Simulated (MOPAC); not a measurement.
MOPAC input (PM7):

```
PM7 FORCE THERMO(298,298) PRECISE LET UHF MS=0.5 GEO-OK AUX(PRECISION=9) THREADS=1
C4H2ClO

Cl    1.82255819 1   -0.77031315 1   -0.00044432 1
C     0.27785965 1   -0.14875029 1   -0.00095306 1
C    -0.93856761 1   -0.85845997 1   -0.03526452 1
C    -1.99934945 1   -0.02955591 1   -0.02424495 1
O    -1.48430569 1    1.27474006 1    0.01866868 1
C    -0.10808510 1    1.17331216 1    0.03191409 1
H    -3.05960960 1   -0.08238618 1   -0.03815330 1
H     0.39724966 1    2.11203211 1    0.06437604 1
```

From the output:

```
     H    8   0.023193   4.299287

          HEAT OF FORMATION =      54.617811 KCALS/MOLE

          ZERO POINT ENERGY      29.203 KCAL/MOL

           NORMAL COORDINATE ANALYSIS (Total motion = 1 Angstrom)

   Root No.       1         2         3         4         5         6         7         8

                 1 A"      1 A'      2 A"      2 A'      3 A"      3 A'      4 A"      5 A"

                 224.5     278.4     476.9     497.6     593.8     820.9     845.7     862.2

           1   -0.0000    0.0017   -0.0000    0.1906   -0.0000   -0.0025   -0.0000   -0.0000
           2    0.0000   -0.0808    0.0000    0.0002    0.0000    0.0035    0.0000    0.0000
           3   -0.0611   -0.0000   -0.0006   -0.0000   -0.0097    0.0000   -0.0002   -0.0014
           4    0.0000    0.0028    0.0000    0.0050    0.0000    0.0068   -0.0000    0.0000
           5   -0.0000    0.1544   -0.0000   -0.0057   -0.0000    0.0622    0.0000   -0.0000
           6    0.1684    0.0000    0.0228   -0.0000    0.1993    0.0000   -0.0043    0.0574
           7    0.0000    0.0916    0.0000   -0.1170   -0.0000   -0.0963    0.0000   -0.0000
           8   -0.0000    0.0862   -0.0000    0.0624    0.0000    0.0912   -0.0000    0.0000
           9    0.1226    0.0000    0.0666    0.0000   -0.1467    0.0000    0.0451   -0.0065
          10   -0.0000    0.0634   -0.0000   -0.1439    0.0000   -0.1235   -0.0000   -0.0000
          11    0.0000   -0.0367    0.0000    0.0086   -0.0000   -0.1184    0.0000    0.0000
          12   -0.0811    0.0000   -0.1097    0.0000    0.0358    0.0000   -0.1364   -0.0019
          13   -0.0000   -0.0548    0.0000   -0.1421    0.0000    0.1264    0.0000    0.0000
          14    0.0000   -0.0372   -0.0000   -0.0032   -0.0000   -0.0963   -0.0000   -0.0000
          15   -0.0913   -0.0000    0.1233    0.0000    0.0075   -0.0000    0.0170    0.0208
          16    0.0000   -0.0825   -0.0000   -0.0957   -0.0000    0.0794    0.0000   -0.0000
          17   -0.0000    0.0864    0.0000   -0.0546    0.0000    0.0707   -0.0000    0.0000
          18    0.1004   -0.0000   -0.0931    0.0000   -0.0559   -0.0000    0.0139   -0.1376
          19   -0.0000    0.1047   -0.0000   -0.1263    0.0000   -0.1986    0.0000    0.0000
          20    0.0000   -0.1253    0.0000   -0.0334   -0.0000    0.0493   -0.0000   -0.0000
          21   -0.2363    0.0000   -0.3220    0.0000    0.1894    0.0000    0.7467    0.0621
          22    0.0000   -0.1935   -0.0000   -0.1333   -0.0000   -0.1283   -0.0000    0.0000
          23   -0.0000    0.0976    0.0000   -0.0490    0.0000    0.0947    0.0000   -0.0000
          24    0.1389   -0.0000   -0.2618    0.0000   -0.3557   -0.0000   -0.0364    0.7122

   Root No.       9        10        11        12        13        14        15        16

                 4 A'      5 A'      6 A'      7 A'      8 A'      9 A'     10 A'     11 A'

                 925.6    1039.5    1134.2    1174.2    1280.8    1433.0    1615.6    1691.8

           1   -0.0433   -0.0065   -0.0030    0.0007   -0.0093   -0.0078   -0.0141    0.0026
           2    0.0008   -0.0005   -0.0015    0.0002    0.0010   -0.0010   -0.0003   -0.0012
           3    0.0000    0.0000    0.0000   -0.0000   -0.0000    0.0000    0.0000   -0.0000
           4    0.1444    0.0345    0.0270   -0.0110    0.0622    0.0991    0.2233   -0.0930
           5   -0.0220   -0.0057    0.0260    0.0148    0.0147    0.2335   -0.1007    0.0308
           6   -0.0000   -0.0000   -0.0000    0.0000   -0.0000   -0.0000   -0.0000    0.0000
           7    0.0121    0.0119    0.0315    0.0085    0.0032   -0.0763    0.0391    0.2751
           8    0.1702    0.0042    0.0205    0.0099   -0.0445   -0.1653   -0.0837   -0.0308
           9    0.0000   -0.0000   -0.0000    0.0000   -0.0000   -0.0000    0.0000   -0.0000
          10   -0.0301    0.0096    0.0039    0.0073    0.0090   -0.0448   -0.1035   -0.2392
          11    0.0126    0.1107   -0.0869    0.0399   -0.0669    0.0522    0.0085    0.0402
          12    0.0000   -0.0000   -0.0000    0.0000    0.0000   -0.0000    0.0000    0.0000
          13   -0.0415    0.0247    0.0290   -0.0610   -0.1032    0.0196   -0.0005    0.0047
          14   -0.0062   -0.0714    0.0558   -0.0916    0.0378   -0.0021   -0.0037    0.0166
          15    0.0000   -0.0000    0.0000    0.0000    0.0000    0.0000   -0.0000    0.0000
          16    0.0396   -0.0301   -0.0880    0.0417    0.1271    0.0012   -0.1200    0.0628
          17   -0.1228   -0.0391   -0.0586    0.0385    0.0184   -0.0914    0.1760   -0.0457
          18   -0.0000    0.0000    0.0000   -0.0000   -0.0000    0.0000    0.0000   -0.0000
          19    0.0939   -0.0972   -0.2211   -0.1029   -0.1389    0.0460   -0.0700   -0.2007
          20   -0.2459    0.3199    0.4222    0.2459    0.2366   -0.1788   -0.1026   -0.1126
          21   -0.0000    0.0000    0.0000    0.0000    0.0000   -0.0000    0.0000    0.0000
          22    0.1074   -0.3756    0.1732    0.4931   -0.2951    0.1652    0.1096   -0.0322
          23   -0.1360   -0.0032   -0.0766   -0.0283    0.0638   -0.0976    0.1718   -0.0442
          24   -0.0000    0.0000   -0.0000   -0.0000    0.0000   -0.0000   -0.0000    0.0000

   Root No.      17        18

                12 A'     13 A'

                2756.2    2777.1

           1   -0.0000    0.0000
           2   -0.0000    0.0000
           3    0.0000    0.0000
           4   -0.0026    0.0021
           5   -0.0001    0.0014
           6    0.0000   -0.0000
           7    0.0018    0.0026
           8    0.0015   -0.0038
           9   -0.0000   -0.0000
          10   -0.0142   -0.0593
          11   -0.0034   -0.0226
          12    0.0000    0.0000
          13   -0.0025   -0.0012
          14   -0.0034   -0.0019
          15    0.0000   -0.0000
          16   -0.0026    0.0027
          17   -0.0609    0.0168
          18   -0.0000    0.0000
          19    0.1668    0.6592
          20    0.0794    0.3086
          21   -0.0000   -0.0000
          22    0.0855   -0.0202
          23    0.7254   -0.1813
          24    0.0000    0.0000

           MASS-WEIGHTED COORDINATE ANALYSIS (NORMAL COORDINATES)

   Root No.       1         2         3         4         5         6         7         8

                 1 A"      1 A'      2 A"      2 A'      3 A"      3 A'      4 A"      5 A"

                 224.5     278.4     476.9     497.6     593.8     820.9     845.7     862.2

           1   -0.0000    0.0100   -0.0000    0.7556   -0.0000   -0.0137   -0.0000   -0.0000
           2    0.0000   -0.4611    0.0000    0.0007    0.0000    0.0191    0.0000    0.0000
           3   -0.3531   -0.0000   -0.0044   -0.0000   -0.0590    0.0000   -0.0014   -0.0093
           4    0.0000    0.0092    0.0000    0.0115    0.0000    0.0215   -0.0000    0.0000
           5   -0.0000    0.5129   -0.0000   -0.0131   -0.0000    0.1953    0.0000   -0.0000
           6    0.5662    0.0000    0.0929   -0.0000    0.7063    0.0000   -0.0164    0.2240
           7    0.0000    0.3044    0.0000   -0.2699   -0.0000   -0.3023    0.0000   -0.0000
           8   -0.0000    0.2863   -0.0000    0.1440    0.0000    0.2864   -0.0000    0.0000
           9    0.4121    0.0000    0.2711    0.0000   -0.5198    0.0000    0.1728   -0.0255
          10   -0.0000    0.2108   -0.0000   -0.3321    0.0000   -0.3877   -0.0000   -0.0000
          11    0.0000   -0.1218    0.0000    0.0198   -0.0000   -0.3717    0.0000    0.0000
          12   -0.2725    0.0000   -0.4465    0.0000    0.1270    0.0000   -0.5226   -0.0075
          13   -0.0000   -0.2101    0.0000   -0.3784    0.0000    0.4582    0.0000    0.0000
          14    0.0000   -0.1425   -0.0000   -0.0086   -0.0000   -0.3490   -0.0000   -0.0000
          15   -0.3544   -0.0000    0.5792    0.0000    0.0307   -0.0000    0.0753    0.0937
          16    0.0000   -0.2742   -0.0000   -0.2207   -0.0000    0.2493    0.0000   -0.0000
          17   -0.0000    0.2870    0.0000   -0.1261    0.0000    0.2221   -0.0000    0.0000
          18    0.3374   -0.0000   -0.3791    0.0000   -0.1981   -0.0000    0.0532   -0.5366
          19   -0.0000    0.1007   -0.0000   -0.0844    0.0000   -0.1807    0.0000    0.0000
          20    0.0000   -0.1206    0.0000   -0.0223   -0.0000    0.0448   -0.0000   -0.0000
          21   -0.2301    0.0000   -0.3796    0.0000    0.1945    0.0000    0.8286    0.0702
          22    0.0000   -0.1863   -0.0000   -0.0891   -0.0000   -0.1167   -0.0000    0.0000
          23   -0.0000    0.0940    0.0000   -0.0327    0.0000    0.0862    0.0000   -0.0000
          24    0.1352   -0.0000   -0.3087    0.0000   -0.3652   -0.0000   -0.0404    0.8046

   Root No.       9        10        11        12        13        14        15        16

                 4 A'      5 A'      6 A'      7 A'      8 A'      9 A'     10 A'     11 A'

                 925.6    1039.5    1134.2    1174.2    1280.8    1433.0    1615.6    1691.8

           1   -0.2558   -0.0523   -0.0236    0.0053   -0.0670   -0.0393   -0.0671    0.0112
           2    0.0047   -0.0041   -0.0114    0.0016    0.0070   -0.0051   -0.0017   -0.0052
           3    0.0000    0.0000    0.0000   -0.0000   -0.0000    0.0000    0.0000   -0.0000
           4    0.4973    0.1622    0.1219   -0.0502    0.2594    0.2894    0.6191   -0.2354
           5   -0.0757   -0.0270    0.1174    0.0678    0.0612    0.6820   -0.2791    0.0780
           6   -0.0000   -0.0000   -0.0000    0.0000   -0.0000   -0.0000   -0.0000    0.0000
           7    0.0415    0.0562    0.1423    0.0389    0.0134   -0.2228    0.1084    0.6961
           8    0.5859    0.0196    0.0929    0.0452   -0.1859   -0.4828   -0.2320   -0.0779
           9    0.0000   -0.0000   -0.0000    0.0000   -0.0000   -0.0000    0.0000   -0.0000
          10   -0.1037    0.0451    0.0176    0.0335    0.0375   -0.1307   -0.2870   -0.6051
```
